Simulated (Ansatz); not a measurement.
Born–Oppenheimer molecular dynamics of AlF₃H₂ (6 atoms, charge 0, multiplicity 1). It starts at the highest image of a converged band, a first-order saddle point between two minima.

Level of theory: RKS B3LYP/def2-SVP in Ansatz 0.2.0.

```
ensemble                      : NVE (velocity Verlet)
time step                     : 0.5 fs
steps asked                   : 200
starting velocities drawn for : 300 K
seed                          : 5174
```

First frame:

```xyz
6
Properties=species:S:1:pos:R:3
Al 0.011 -0.175 0.024
H 0.020 0.062 1.687
F 1.431 0.155 -0.757
F -1.436 0.089 -0.734
F 0.057 -1.888 0.802
H 0.045 -1.142 1.590
```

**Question.** How far do the bonds stretch over the last three quarters of this one trajectory? (Pairs bonded in most of those frames.)

**Answer.** 
```csv
bond,mean (Å),spread (Å),shortest,longest
Al1–H2,1.571,0.032,1.52,1.63
Al1–F3,1.669,0.031,1.62,1.72
Al1–F4,1.670,0.020,1.64,1.71
Al1–F5,2.141,0.082,1.94,2.23
F5–H6,0.936,0.004,0.93,0.95
```

Mean temperature of the second half: 312 K. The conserved energy stayed within 0.028 meV per atom of its start (net change 0.02 meV per atom), so the integration is sound. A run of 0.1 ps of so small a system gives no equilibrium averages. The orbitals stay closed-shell, which can raise the energy where a bond breaks towards radicals; this wasn't checked here.

Time of the run: 5.3 min on 1 thread of Arm Neoverse V2, with other jobs on the host, peak memory 0.12 GiB.
